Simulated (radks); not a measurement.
Results of a calculation; reference values are marked as such.
Task: Radial electron density D(r) = 4 pi r^2 rho(r) of an atom or ion with 8 electrons. Code: a radial shooting solver on a logarithmic mesh with Libxc functionals. Model: non-relativistic Kohn-Sham, PBE, spin-unpolarised, spherical densities, point nucleus.

r (bohr)  D(r) (e/bohr)
0.006078          1.353
0.006798          1.650
0.007604          2.005
0.008505          2.428
0.009513          2.930
0.01064           3.520
0.0119            4.209
0.01331           5.006
0.01489           5.918
0.01652           6.873
0.01848           8.017
0.02067           9.276
0.02312           10.63
0.02586           12.07
0.02892           13.54
0.03235           15.01
0.03618           16.41
0.04047           17.67
0.04527           18.71
0.05063           19.45
0.05618           19.81
0.06284           19.81
0.07029           19.40
0.07862           18.58
0.08794           17.46
0.09836           16.14
0.11              14.80
0.1231            13.60
0.1376            12.69
0.154             12.17
0.1708            12.04
0.1911            12.20
0.2137            12.50
0.239             12.71
0.2674            12.59
0.2991            11.96
0.3345            10.76
0.3741            9.082
0.4185            7.174
0.4681            5.351
0.5236            3.914
0.5809            3.084
0.6498            2.735
0.7268            2.781
0.8129            2.934
0.9093            2.922
1.017             2.610
1.138             2.042
1.272             1.383
1.423            0.8043
1.592            0.3966
1.766            0.1750
1.976           0.05990
2.21            0.01648
2.472          0.003565
2.765         0.0005924

What is the nuclear charge?

Result: Z = 18. The innermost maximum, from 1s, lies near 1/Z = 0.0556 bohr (found: 0.0594), and its height grows with Z. The density is that of the argon ion Ar10+ in [He] 2p4 3s2; the configuration itself is not fixed sharply by these data, and Z only to about a unit. D(r) has 3 maxima, at r = 0.0594, 0.245, 0.860 bohr, and minima at 0.169, 0.671 bohr, inside which lie 2.38, 6.16 electrons.
